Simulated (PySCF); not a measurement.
# A series of derivatives of B1OCCCO1

Parent skeleton `[BH:1]1[O:2][CH2:3][CH2:4][CH2:5][O:6]1`; one hydrogen on atom 4 is replaced by X. Hydrogens on one atom are averaged.

Method: coordinates at the PBE0-D3(BJ)/def2-SVP level, shieldings: GIAO PBE0/pcSseg-1, in PySCF (fast rotation and ring inversion assumed for equivalent nuclei, non-relativistic Hamiltonian, one computed conformer, gas phase).

Chemical shifts δ = σref − σ; $^{11}$B vs BF3·OEt2; $^{17}$O against H2O; $^{13}$C and $^{1}$H vs TMS, all at this level.

Parent (X = H): B1 23.8, O2/O6 130.3, C3/C5 62.4, C4 29.8, H(B1) 4.08, H(C3)/H(C5) 3.93, H(C4) 1.68 ppm. Effects are Δδ = δ(X) − δ(H), positive for deshielding.

**Question.** Give Δδ (ppm) for X = nPr, CCl3, CHO, C(S)CH3, BMe2, isopropenyl, allyl.

**Answer.** 
```tsv
X	SMILES	B1	O2/O6	C3/C5	C4	H(B1)	H(C3)/H(C5)	H(C4)
nPr	CCCC1COBOC1	-0.2	-1.4	+5.7	+8.4	+0.01	-0.25	-0.12
CCl3	ClC(Cl)(Cl)C1COBOC1	-0.7	-10.5	+1.6	+26.7	+0.03	+0.24	+0.76
CHO	O=CC1COBOC1	-0.5	-11.4	-2.0	+23.3	+0.05	+0.06	+0.85
C(S)CH3	CC(=S)C1COBOC1	-0.7	+4.7	+8.5	+30.6	+0.08	-0.04	+1.78
BMe2	CB(C)C1COBOC1	+0.5	+4.1	+2.3	+9.7	-0.05	+0.23	-0.48
isopropenyl	C=C(C)C1COBOC1	-0.3	-2.3	+4.1	+14.5	+0.04	-0.08	+0.40
allyl	C=CCC1COBOC1	-0.2	-2.1	+5.0	+9.9	+0.02	-0.20	-0.07
```

**Question.** Which position responds most, and to which substituents?

**Answer.** H(C4): from -0.48 ppm with BMe2 to +1.78 ppm with C(S)CH3.

Experimental scales use liquid or dissolved standards, which lie at an offset from isolated H2O (liquid H2O: subtract about 36 ppm).
